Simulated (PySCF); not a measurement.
disiloxane (H6OSi2), singlet, geometry from GFN2-xTB; MP2/cc-pVDZ (PySCF).

Input for PySCF:
```python
from pyscf import gto, scf, mp

mol = gto.M(
    atom='''
Si    1.58554558   -0.29465325    0.09305373
O    -0.00374610   -0.02898376   -0.03187953
Si   -1.58414102    0.30551525   -0.08108531
H     1.99636140   -0.92391127   -1.16028168
H     2.22242187    1.00620543    0.29041493
H     1.77723671   -1.17669751    1.24269936
H    -2.21375802   -0.47470673    0.98249776
H    -2.04757203   -0.09473461   -1.40797725
H    -1.72438507    1.74364671    0.14012516
''',
    basis='cc-pvdz',
    verbose=3,
)

mf = scf.RHF(mol)
mf.kernel()

pt = mp.MP2(mf)
pt.kernel()
print('E(MP2) = %.10f' % pt.e_tot)
mf.analyze()
```

Q: Write the output that PySCF gives for this input, abridged.

A: 
```
converged SCF energy = -656.279761952442
E(RMP2) = -656.684878090511  E_corr = -0.405116138068477
E(SCS-RMP2) = -656.694197373468  E_corr = -0.414435421025262
E(MP2) = -656.6848780905
**** MO energy ****
MO #1   energy= -68.8074342418971  occ= 2
MO #2   energy= -68.8074288167821  occ= 2
MO #3   energy= -20.5410061280799  occ= 2
MO #4   energy= -6.15307949217617  occ= 2
MO #5   energy= -6.15303959010806  occ= 2
MO #6   energy= -4.26083595237763  occ= 2
MO #7   energy= -4.26083167234065  occ= 2
MO #8   energy= -4.25879036885437  occ= 2
MO #9   energy= -4.25878372768595  occ= 2
MO #10  energy= -4.25877853766828  occ= 2
MO #11  energy= -4.25877168812841  occ= 2
MO #12  energy= -1.33555951779346  occ= 2
MO #13  energy= -0.805797821156437 occ= 2
MO #14  energy= -0.677083715352392 occ= 2
MO #15  energy= -0.587088427295599 occ= 2
MO #16  energy= -0.585772845015105 occ= 2
MO #17  energy= -0.585548038248898 occ= 2
MO #18  energy= -0.490604113485796 occ= 2
MO #19  energy= -0.490297064998621 occ= 2
MO #20  energy= -0.440756372514712 occ= 2
MO #21  energy= -0.44020367603534  occ= 2
MO #22  energy= 0.13357726186493   occ= 0
MO #23  energy= 0.17740952819153   occ= 0
MO #24  energy= 0.20881897782533   occ= 0
MO #25  energy= 0.210610785670868  occ= 0
MO #26  energy= 0.211686401503281  occ= 0
MO #27  energy= 0.213474174137358  occ= 0
MO #28  energy= 0.236024100022391  occ= 0
MO #29  energy= 0.255034239901093  occ= 0
 ** Mulliken atomic charges  **
charge of    0Si =      0.93978
charge of    1O =     -0.92370
charge of    2Si =      0.93979
charge of    3H =     -0.15854
charge of    4H =     -0.15990
charge of    5H =     -0.15948
charge of    6H =     -0.15944
charge of    7H =     -0.15856
charge of    8H =     -0.15994
Dipole moment(X, Y, Z, Debye):  0.00681,  0.05143,  0.05683
```
